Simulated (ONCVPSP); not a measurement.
**gallium (Ga): variants of one ONCV potential**

Base potential:

| Item | Value |
| --- | --- |
| Element | Ga |
| Generator | ONCVPSP 4.0.1 |
| Type | optimised norm-conserving Vanderbilt (ONCV) |
| Functional | PBE |
| Relativity | scalar-relativistic |
| Frozen core | [Ar] |
| Valence charge | 13 |
| Reference configuration | 3d10 4s2 4p1 |
| Partial waves | 4s: rc 1.70 bohr, ncon 4, nbas 8, qcut 3.5 1/bohr, 2 projectors, debl 2 Ha; 4p: rc 2.85 bohr, ncon 4, nbas 8, qcut 2.9 1/bohr, 3 projectors, debl 2 Ha; 3d: rc 1.35 bohr, ncon 5, nbas 10, qcut 10.5 1/bohr, 1 projector |
| Local potential | polynomial inside 1.00 bohr (lpopt 4, dvloc0 0 Ha) |
| Core correction | none |

Cutoffs, loose and tight: the cutoffs (Ha) at which the residual kinetic energy of the hardest occupied pseudo-wave falls to 1 and 0.1 mHa per electron. They do not see the model core or the augmentation charge, which bear on the density cutoff. Test errors are all-electron minus pseudo excitation energies from the reference, over the configurations 3d10 4s2 4p0; 3d10 4s1 4p0; 3d10 4s0 4p0; 3d10 4s1 4p2. A dash means not determined; rows that change the core or the reference have their own tests. The largest error is taken over the tests solved by every variant that gives reliable tests at all: 3d10 4s1 4p0; 3d10 4s1 4p2; 3d10 4s2 4p0.

| change | outcome | cutoff, loose | cutoff, tight | bound ghosts | GHOST(+) flags above zero | largest test error (meV) |
| --- | --- | --- | --- | --- | --- | --- |
| base | generated | 54 Ha | 175 Ha | none | s, p | +8.8 |
| local potential polynomial inside 1.00 bohr (lpopt 4, dvloc0 -2 Ha) | generated | 54 Ha | 175 Ha | none | s, p | +8.8 |
| local potential polynomial inside 1.00 bohr (lpopt 4, dvloc0 -0.5 Ha) | generated | 54 Ha | 175 Ha | none | s, p | +8.8 |
| local potential polynomial inside 1.00 bohr (lpopt 4, dvloc0 0.5 Ha) | generated | 54 Ha | 175 Ha | none | s, p | +8.8 |
| local potential polynomial inside 1.00 bohr (lpopt 4, dvloc0 1.5 Ha) | generated | 54 Ha | 175 Ha | none | s, p | +8.8 |
| local potential polynomial inside 1.00 bohr (lpopt 4, dvloc0 3.5 Ha) | generated | 54 Ha | 175 Ha | none | s, p | +8.8 |
| local potential polynomial inside 1.00 bohr (lpopt 4, dvloc0 4.5 Ha) | generated | 54 Ha | 175 Ha | none | s | +8.8 |
| local potential polynomial inside 1.00 bohr (lpopt 4, dvloc0 7 Ha) | generated | 54 Ha | 175 Ha | none | s | +8.8 |
| local potential polynomial inside 1.00 bohr (lpopt 4, dvloc0 8 Ha) | generated | 54 Ha | 175 Ha | none | s | +8.8 |
| local potential polynomial inside 1.00 bohr (lpopt 4, dvloc0 9 Ha) | generated | 54 Ha | 175 Ha | none | none | +8.8 |

Reading the sweep of the dvloc0 (base included, trends over the rows without a ghost): The loose cutoff stays near 54 Ha.
